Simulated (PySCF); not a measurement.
## How methods differ on the ionisation energy of Hf⁶⁹⁺

Hf⁶⁹⁺ [He] 2s1 (2S) → Hf⁷⁰⁺ 1s2 (1S), as a difference of total energies. Calculation: PySCF 2.14, in an uncontracted even-tempered set (18 s from 48 bohr⁻², ratio 2.2; 8 p from 73 bohr⁻², ratio 2.4; 5 d from 220 bohr⁻², ratio 2.4; 5 f from 330 bohr⁻², ratio 2.4; 4 g from 500 bohr⁻², ratio 2.4); the spin-free X2C one-electron Hamiltonian (Gaussian nucleus). Correlated levels: nothing frozen; virtual orbitals above 40 to 60 times the deepest correlated orbital energy dropped. The calculations carry no spin-orbit coupling.

```json
{"method": "UHF", "ionisation energy (eV)": "18526.3"}
{"method": "LDA", "ionisation energy (eV)": "18513.9"}
{"method": "PBE", "ionisation energy (eV)": "18533.9"}
{"method": "PBE0", "ionisation energy (eV)": "18532.1"}
{"method": "PW91", "ionisation energy (eV)": "18535.0"}
{"method": "M06-2X", "ionisation energy (eV)": "18535.4"}
{"method": "MP2 (all electrons)", "ionisation energy (eV)": "18526.6"}
```

**Question.** Estimate what SCS-MP2 (all electrons) gives.

**Answer.** 18526.6 eV, closest to MP2 (all electrons) among the rows shown.

**Question.** Estimate what r2SCAN gives.

**Answer.** 18522.4 eV, closest to UHF among the rows shown.

For this ion Breit and QED terms and the two-electron picture change, all absent here, outweigh the differences among the correlated methods.

For comparison: 18502.32 ± 0.17 eV (theoretical estimate listed by NIST; NIST Atomic Spectra Database, ionization energies).
